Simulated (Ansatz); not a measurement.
Start from `C=CCCC` and change one atom or group to get `BNCC=C`.

Ansatz, PBE0-D4/def2-TZVP geometries, multiplicity 1. Each molecule was computed in one conformer, which needn't be the lowest.

```tsv
property	`C=CCCC`
LUMO energy (PBE0/def2-TZVPP) / eV	0.42
LUMO energy (B3LYP/def2-TZVPP) / eV	0.17
HOMO energy (PBE/def2-TZVPP) / eV	-6.23
LUMO energy (ωB97M-V/def2-TZVPP) / eV	2.50
LUMO energy (PBE/def2-TZVPP) / eV	-0.63
HOMO energy (PBE0/def2-TZVPP) / eV	-7.35
```

Question: Give the same properties after the change, and the shifts. (Estimate.)

Answer: Ansatz gave: 
```
                             property  `BNCC=C`  shift
   LUMO energy (PBE0/def2-TZVPP) / eV     -0.21  -0.63
  LUMO energy (B3LYP/def2-TZVPP) / eV     -0.44  -0.61
    HOMO energy (PBE/def2-TZVPP) / eV     -6.56  -0.33
LUMO energy (ωB97M-V/def2-TZVPP) / eV      1.73  -0.77
    LUMO energy (PBE/def2-TZVPP) / eV     -1.23  -0.60
   HOMO energy (PBE0/def2-TZVPP) / eV     -7.72  -0.37
```

With PBE0 the HOMO falls by 0.37 eV and the LUMO falls by 0.63 eV, so the gap narrows by about 0.26 eV. PBE moves the HOMO by -0.33 eV and ωB97M-V by -0.38 eV.

B3LYP here is the variant with VWN-RPA as its local correlation; programs differ in this.
